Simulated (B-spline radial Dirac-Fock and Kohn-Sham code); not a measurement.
Photoemission from Os⁷⁺ at 1120 eV, detector at θ = 60°, φ = 180°

System: osmium as Os⁷⁺ in the configuration [Xe] 4f14 5d1. Model: Dirac-Hartree-Slater photoionisation with a Latter tail; cross sections with all multipoles, angular parameters from the dipole term and its interference with E2. Program: a radial atomic solver. Thresholds are orbital energies of the model. For linearly polarised light dσ/dΩ = σ/(4π) [1 + β P₂(cos θ) + (δ + γ cos²θ) sin θ cos φ], with θ from the polarisation vector and φ the angle between the beam and the projection of the electron momentum on the plane normal to the polarisation. The dipole factor is 1 + βP₂ and the non-dipole term is the rest of the bracket. Open shells are filled statistically over j.

The run's input, task.json:

```json
{"items": [{
  "Z": 76,
  "q": 7,
  "cfg": [[1, 0, 2], [2, 0, 2], [2, 1, 6], [3, 0, 2], [3, 1, 6], [3, 2, 10], [4, 0, 2], [4, 1, 6], [4, 2, 10], [4, 3, 14], [5, 0, 2], [5, 1, 6], [5, 2, 1]],
  "A": 192,
  "rrms": 5.4126,
  "do": "xps",
  "hv": [50.1, 91.2, 91.8, 100, 127.0, 160.0, 259.0, 300, 341.0, 523.0, 539.0, 540.0, 774.0, 800, 1000, 1120.0, 1253.6, 1300.0, 1486.9, 1580.0, 2000, 2330.0, 3050.0, 3450.0, 5070.0, 7660.0, 9251.7, 10300.0, 10600.0]
}]}
```

Command: `python xray2_run.py task.json out`

```tsv
subshell	threshold (eV)	σ (kb)	β	γ	δ	dipole factor	non-dipole term	dσ/dΩ (kb/sr)
4s	752.2	36.3	1.85	0.67	0.001	0.769	-0.145	1.80
4p1/2	650.2	38.0	1.24	0.47	0.041	0.845	-0.136	2.15
4p3/2	570.0	109	1.25	0.34	0.027	0.843	-0.096	6.49
4d3/2	400.8	154	0.97	0.04	0.007	0.878	-0.015	10.6
4d5/2	385.7	228	1.11	0.02	0.006	0.862	-0.010	15.4
4f5/2	169.3	178	1.00	0.14	0.066	0.875	-0.087	11.1
4f7/2	166.3	227	1.01	0.14	0.067	0.874	-0.089	14.2
5s	198.0	9.43	1.89	0.45	0.000	0.764	-0.098	0.500
5p1/2	164.6	8.86	1.55	0.35	0.002	0.806	-0.078	0.514
5p3/2	150.1	22.5	1.50	0.23	0.002	0.813	-0.052	1.36
5d3/2	101.7	2.07	1.19	-0.01	0.000	0.852	+0.001	0.141
5d5/2	99.74	3.05	1.28	-0.02	0.002	0.840	+0.003	0.205
```

Values without a named source are computed, but for edge energies of neutral atoms, which are taken from tables.
